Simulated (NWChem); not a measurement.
Ionisation of hexafluorosilicate (F₆Si (-2))

SMILES: F[Si-2](F)(F)(F)(F)F
```xyz
7

F      0.0000    -1.7225     0.0000
Si     0.0000     0.0000     0.0000
F      1.7225     0.0000     0.0000
F     -1.7225     0.0000     0.0000
F      0.0000     0.0000     1.7225
F      0.0000     1.7225     0.0000
F      0.0000     0.0000    -1.7225
```
Charge -2, spin multiplicity 1.

The numbers come from NWChem runs, not from measurements. Structure: optimised with PBE0/def2-SVP, a minimum by its harmonic frequencies.

Basis set: def2-SVPD. −ε marks an orbital energy of the parent.

B3LYP has NWChem's definition, with VWN1-RPA local correlation. The anion's geometry comes from a basis without diffuse functions.

For the first vertical ionisation energy, −ε(HOMO) of HF gives 5.03 eV and −ε(HOMO) of B3LYP gives -0.74 eV. What do −ε(HOMO) of PBE0, −ε(HOMO) of BHandHLYP, −ε(HOMO) of PBE give?

−ε(HOMO) of PBE0: -0.46 eV; −ε(HOMO) of BHandHLYP: 1.63 eV; −ε(HOMO) of PBE: -2.49 eV.
